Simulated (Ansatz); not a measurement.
Ansatz (an electronic-structure program) input (B3LYP/6-31G*):

Ansatz 0.2 input:
```yaml
crystal:
  periodic: [false, false, false]
  atoms:
    - {symbol: N, position_ang: [1.26710183, 1.05963597, -0.55335509]}
    - {symbol: Si, position_ang: [0.00037356, 0.16821177, 0.10163204]}
    - {symbol: N, position_ang: [-1.50840215, 0.82867260, -0.27070786]}
    - {symbol: N, position_ang: [-0.05825643, -1.53340708, -0.79522671]}
    - {symbol: O, position_ang: [0.32571063, -0.53156310, 1.54191804]}
    - {symbol: H, position_ang: [2.18532652, 1.09677310, -0.12772512]}
    - {symbol: H, position_ang: [1.16866109, 1.70899346, -1.32415022]}
    - {symbol: H, position_ang: [-1.61174919, 1.82923305, -0.39894732]}
    - {symbol: H, position_ang: [-2.39308034, 0.39582214, -0.03095403]}
    - {symbol: H, position_ang: [-0.80750333, -2.13881629, -0.44232251]}
    - {symbol: H, position_ang: [0.81995869, -2.04334830, -0.65063897]}
    - {symbol: H, position_ang: [-0.19452892, -1.42840322, -1.80518616]}
    - {symbol: H, position_ang: [0.31889806, -0.00702432, 2.35675898]}
basis:
  gaussian:
    orbitals: 6-31G*
hamiltonian:
  xc: {name: B3LYP}
total_charge: 1
phonons: {temperatures: {t_min: 298.15, t_max: 298.15, t_step: 100}}
```

Output:

```
Functional definition: B3LYP
integrals: 0.05 GiB planned
1062 factors; integrals over basis functions are off by at most 4.1e-4 eV
mean field: 0.38 GiB planned
mean field evaluation 1: about -14496.3526 eV, gradient 1.2e2 eV
mean field evaluation 2: about -14473.8072 eV, gradient 1.5e2 eV
mean field evaluation 4: about -14522.3388 eV, gradient 8.6e0 eV
mean field evaluation 8: about -14522.4879 eV, gradient 6.6e-2 eV
mean field -14522.48787604 eV, -533.6915857486 hartree, gradient 6.2e-5 eV, S^2 0.000000; 0 other end points of the search recorded, 0 dependent functions left out
the calculation of the forces begins
reference -14522.48811160 eV, -533.6915944052 hartree; 25, 25 occupied and 70, 70 virtual orbitals, 1062 factors
these checks for a lower state are left out or cut short: stability, starts, cluster_reference, orbital_swaps, neighbouring_geometries, increment
integrals: 0.05 GiB planned
1062 factors; integrals over basis functions are off by at most 4.1e-4 eV
mean field: 0.38 GiB planned
mean field evaluation 16: about -14522.4876 eV, gradient 1.3e-1 eV
mean field -14522.48767860 eV, -533.6915784930 hartree, gradient 1.8e-6 eV, S^2 0.000000; 0 other end points of the search recorded, 0 dependent functions left out
the calculation of the forces begins
reference -14522.48791412 eV, -533.6915871480 hartree; 25, 25 occupied and 70, 70 virtual orbitals, 1062 factors
these checks for a lower state are left out or cut short: stability, starts, cluster_reference, orbital_swaps, neighbouring_geometries, increment
integrals: 0.05 GiB planned
1062 factors; integrals over basis functions are off by at most 4.1e-4 eV
mean field: 0.38 GiB planned
mean field -14522.48767845 eV, -533.6915784872 hartree, gradient 1.5e-6 eV, S^2 0.000000; 0 other end points of the search recorded, 0 dependent functions left out
the calculation of the forces begins
reference -14522.48791405 eV, -533.6915871453 hartree; 25, 25 occupied and 70, 70 virtual orbitals, 1062 factors
these checks for a lower state are left out or cut short: stability, starts, cluster_reference, orbital_swaps, neighbouring_geometries, increment
integrals: 0.05 GiB planned
1062 factors; integrals over basis functions are off by at most 4.1e-4 eV
mean field: 0.38 GiB planned
mean field evaluation 32: about -14522.4878 eV, gradient 1.9e-6 eV
mean field -14522.48777224 eV, -533.6915819342 hartree, gradient 1.9e-6 eV, S^2 0.000000; 0 other end points of the search recorded, 0 dependent functions left out
the calculation of the forces begins
reference -14522.48800777 eV, -533.6915905897 hartree; 25, 25 occupied and 70, 70 virtual orbitals, 1062 factors
these checks for a lower state are left out or cut short: stability, starts, cluster_reference, orbital_swaps, neighbouring_geometries, increment
integrals: 0.05 GiB planned
1062 factors; integrals over basis functions are off by at most 4.1e-4 eV
mean field: 0.38 GiB planned
mean field -14522.48777196 eV, -533.6915819238 hartree, gradient 1.3e-6 eV, S^2 0.000000; 0 other end points of the search recorded, 0 dependent functions left out
the calculation of the forces begins
reference -14522.48800754 eV, -533.6915905813 hartree; 25, 25 occupied and 70, 70 virtual orbitals, 1062 factors
these checks for a lower state are left out or cut short: stability, starts, cluster_reference, orbital_swaps, neighbouring_geometries, increment
integrals: 0.05 GiB planned
1062 factors; integrals over basis functions are off by at most 4.1e-4 eV
mean field: 0.38 GiB planned
mean field -14522.48773848 eV, -533.6915806933 hartree, gradient 1.6e-6 eV, S^2 0.000000; 0 other end points of the search recorded, 0 dependent functions left out
the calculation of the forces begins
reference -14522.48797405 eV, -533.6915893503 hartree; 25, 25 occupied and 70, 70 virtual orbitals, 1062 factors
these checks for a lower state are left out or cut short: stability, starts, cluster_reference, orbital_swaps, neighbouring_geometries, increment
integrals: 0.05 GiB planned
1062 factors; integrals over basis functions are off by at most 4.1e-4 eV
mean field: 0.38 GiB planned
mean field -14522.48773844 eV, -533.6915806919 hartree, gradient 1.7e-6 eV, S^2 0.000000; 0 other end points of the search recorded, 0 dependent functions left out
the calculation of the forces begins
reference -14522.48797398 eV, -533.6915893480 hartree; 25, 25 occupied and 70, 70 virtual orbitals, 1062 factors
these checks for a lower state are left out or cut short: stability, starts, cluster_reference, orbital_swaps, neighbouring_geometries, increment
integrals: 0.05 GiB planned
1062 factors; integrals over basis functions are off by at most 4.1e-4 eV
mean field: 0.38 GiB planned
mean field -14522.48770583 eV, -533.6915794934 hartree, gradient 8.3e-7 eV, S^2 0.000000; 0 other end points of the search recorded, 0 dependent functions left out
[...]
mean field: 0.38 GiB planned
mean field evaluation 416: about -14522.4879 eV, gradient 1.1e-6 eV
mean field -14522.48785645 eV, -533.6915850285 hartree, gradient 1.1e-6 eV, S^2 0.000000; 0 other end points of the search recorded, 0 dependent functions left out
the calculation of the forces begins
reference -14522.48809200 eV, -533.6915936850 hartree; 25, 25 occupied and 70, 70 virtual orbitals, 1062 factors
these checks for a lower state are left out or cut short: stability, starts, cluster_reference, orbital_swaps, neighbouring_geometries, increment
integrals: 0.05 GiB planned
1062 factors; integrals over basis functions are off by at most 4.1e-4 eV
mean field: 0.38 GiB planned
mean field -14522.48785600 eV, -533.6915850121 hartree, gradient 9.2e-7 eV, S^2 0.000000; 0 other end points of the search recorded, 0 dependent functions left out
the calculation of the forces begins
reference -14522.48809156 eV, -533.6915936687 hartree; 25, 25 occupied and 70, 70 virtual orbitals, 1062 factors
these checks for a lower state are left out or cut short: stability, starts, cluster_reference, orbital_swaps, neighbouring_geometries, increment
integrals: 0.05 GiB planned
1062 factors; integrals over basis functions are off by at most 4.1e-4 eV
mean field: 0.38 GiB planned
mean field -14522.48786034 eV, -533.6915851717 hartree, gradient 1.1e-6 eV, S^2 0.000000; 0 other end points of the search recorded, 0 dependent functions left out
the calculation of the forces begins
reference -14522.48809589 eV, -533.6915938281 hartree; 25, 25 occupied and 70, 70 virtual orbitals, 1062 factors
these checks for a lower state are left out or cut short: stability, starts, cluster_reference, orbital_swaps, neighbouring_geometries, increment
integrals: 0.05 GiB planned
1062 factors; integrals over basis functions are off by at most 4.1e-4 eV
mean field: 0.38 GiB planned
mean field -14522.48785973 eV, -533.6915851492 hartree, gradient 1.0e-6 eV, S^2 0.000000; 0 other end points of the search recorded, 0 dependent functions left out
the calculation of the forces begins
reference -14522.48809529 eV, -533.6915938059 hartree; 25, 25 occupied and 70, 70 virtual orbitals, 1062 factors
these checks for a lower state are left out or cut short: stability, starts, cluster_reference, orbital_swaps, neighbouring_geometries, increment
integrals: 0.05 GiB planned
1062 factors; integrals over basis functions are off by at most 4.1e-4 eV
mean field: 0.38 GiB planned
mean field -14522.48774644 eV, -533.6915809861 hartree, gradient 2.6e-6 eV, S^2 0.000000; 0 other end points of the search recorded, 0 dependent functions left out
the calculation of the forces begins
reference -14522.48798196 eV, -533.6915896410 hartree; 25, 25 occupied and 70, 70 virtual orbitals, 1062 factors
these checks for a lower state are left out or cut short: stability, starts, cluster_reference, orbital_swaps, neighbouring_geometries, increment
integrals: 0.05 GiB planned
1062 factors; integrals over basis functions are off by at most 4.1e-4 eV
mean field: 0.38 GiB planned
mean field -14522.48774752 eV, -533.6915810257 hartree, gradient 1.8e-6 eV, S^2 0.000000; 0 other end points of the search recorded, 0 dependent functions left out
the calculation of the forces begins
reference -14522.48798313 eV, -533.6915896839 hartree; 25, 25 occupied and 70, 70 virtual orbitals, 1062 factors
these checks for a lower state are left out or cut short: stability, starts, cluster_reference, orbital_swaps, neighbouring_geometries, increment
integrals: 0.05 GiB planned
1062 factors; integrals over basis functions are off by at most 4.1e-4 eV
mean field: 0.38 GiB planned
mean field evaluation 448: about -14522.4879 eV, gradient 7.3e-2 eV
mean field -14522.48787436 eV, -533.6915856869 hartree, gradient 9.4e-7 eV, S^2 0.000000; 0 other end points of the search recorded, 0 dependent functions left out
the calculation of the forces begins
reference -14522.48810992 eV, -533.6915943434 hartree; 25, 25 occupied and 70, 70 virtual orbitals, 1062 factors
these checks for a lower state are left out or cut short: stability, starts, cluster_reference, orbital_swaps, neighbouring_geometries, increment
integrals: 0.05 GiB planned
1062 factors; integrals over basis functions are off by at most 4.1e-4 eV
mean field: 0.38 GiB planned
mean field -14522.48787451 eV, -533.6915856923 hartree, gradient 1.1e-6 eV, S^2 0.000000; 0 other end points of the search recorded, 0 dependent functions left out
the calculation of the forces begins
reference -14522.48811006 eV, -533.6915943488 hartree; 25, 25 occupied and 70, 70 virtual orbitals, 1062 factors
these checks for a lower state are left out or cut short: stability, starts, cluster_reference, orbital_swaps, neighbouring_geometries, increment
integrals: 0.05 GiB planned
1062 factors; integrals over basis functions are off by at most 4.1e-4 eV
mean field: 0.38 GiB planned
mean field -14522.48782820 eV, -533.6915839906 hartree, gradient 1.1e-6 eV, S^2 0.000000; 0 other end points of the search recorded, 0 dependent functions left out
the calculation of the forces begins
reference -14522.48806380 eV, -533.6915926488 hartree; 25, 25 occupied and 70, 70 virtual orbitals, 1062 factors
these checks for a lower state are left out or cut short: stability, starts, cluster_reference, orbital_swaps, neighbouring_geometries, increment
integrals: 0.05 GiB planned
1062 factors; integrals over basis functions are off by at most 4.1e-4 eV
mean field: 0.38 GiB planned
mean field -14522.48782831 eV, -533.6915839947 hartree, gradient 1.4e-6 eV, S^2 0.000000; 0 other end points of the search recorded, 0 dependent functions left out
the calculation of the forces begins
reference -14522.48806382 eV, -533.6915926496 hartree; 25, 25 occupied and 70, 70 virtual orbitals, 1062 factors
these checks for a lower state are left out or cut short: stability, starts, cluster_reference, orbital_swaps, neighbouring_geometries, increment
integrals: 0.05 GiB planned
1062 factors; integrals over basis functions are off by at most 4.1e-4 eV
mean field: 0.38 GiB planned
mean field -14522.48775948 eV, -533.6915814653 hartree, gradient 2.5e-6 eV, S^2 0.000000; 0 other end points of the search recorded, 0 dependent functions left out
the calculation of the forces begins
reference -14522.48799510 eV, -533.6915901240 hartree; 25, 25 occupied and 70, 70 virtual orbitals, 1062 factors
these checks for a lower state are left out or cut short: stability, starts, cluster_reference, orbital_swaps, neighbouring_geometries, increment
integrals: 0.05 GiB planned
1062 factors; integrals over basis functions are off by at most 4.1e-4 eV
mean field: 0.38 GiB planned
mean field evaluation 480: about -14522.4878 eV, gradient 6.3e-5 eV
mean field -14522.48775914 eV, -533.6915814528 hartree, gradient 1.6e-6 eV, S^2 0.000000; 0 other end points of the search recorded, 0 dependent functions left out
the calculation of the forces begins
reference -14522.48799464 eV, -533.6915901071 hartree; 25, 25 occupied and 70, 70 virtual orbitals, 1062 factors
Total energy: -14522.48811160 eV, -533.6915944052 hartree
Atom 0 at     1.267102     1.059636    -0.553355 Å, force     0.000197     0.000062    -0.000113 eV/Å
Atom 1 at     0.000374     0.168212     0.101632 Å, force    -0.000396    -0.000021     0.000786 eV/Å
Atom 2 at    -1.508402     0.828673    -0.270708 Å, force     0.000042    -0.000267    -0.000088 eV/Å
Atom 3 at    -0.058256    -1.533407    -0.795227 Å, force    -0.000154    -0.000632    -0.000051 eV/Å
Atom 4 at     0.325711    -0.531563     1.541918 Å, force    -0.000118     0.000153    -0.000626 eV/Å
Atom 5 at     2.185327     1.096773    -0.127725 Å, force     0.000247     0.000134    -0.000035 eV/Å
Atom 6 at     1.168661     1.708993    -1.324150 Å, force     0.000004    -0.000071     0.000055 eV/Å
Atom 7 at    -1.611749     1.829233    -0.398947 Å, force     0.000015     0.000132     0.000039 eV/Å
Atom 8 at    -2.393080     0.395822    -0.030954 Å, force    -0.000022    -0.000039     0.000043 eV/Å
Atom 9 at    -0.807503    -2.138816    -0.442323 Å, force     0.000087     0.000376     0.000094 eV/Å
Atom 10 at     0.819959    -2.043348    -0.650639 Å, force     0.000049     0.000062    -0.000039 eV/Å
Atom 11 at    -0.194529    -1.428403    -1.805186 Å, force     0.000079     0.000133     0.000052 eV/Å
Atom 12 at     0.318898    -0.007024     2.356759 Å, force    -0.000030    -0.000023    -0.000116 eV/Å
Dipole moment:    -0.110866    -0.329511    -0.370450 e Å
Vibrations: 64.36 152.45 222.79 258.82 271.08 304.32 317.99 353.98 395.24 433.88 472.16 549.08 767.83 777.17 813.96 842.53 846.88 877.39 1022.95 1047.11 1446.73 1615.72 1630.80 1678.49 1688.82 3416.27 3511.07 3527.36 3570.16 3583.79 3655.05 3672.78 3801.66 cm⁻¹, zero-point energy 2.950247 eV
```

The blocks after the first are displaced geometries, from whose forces the wavenumbers follow.

The dipole moment of an ion depends on the origin.
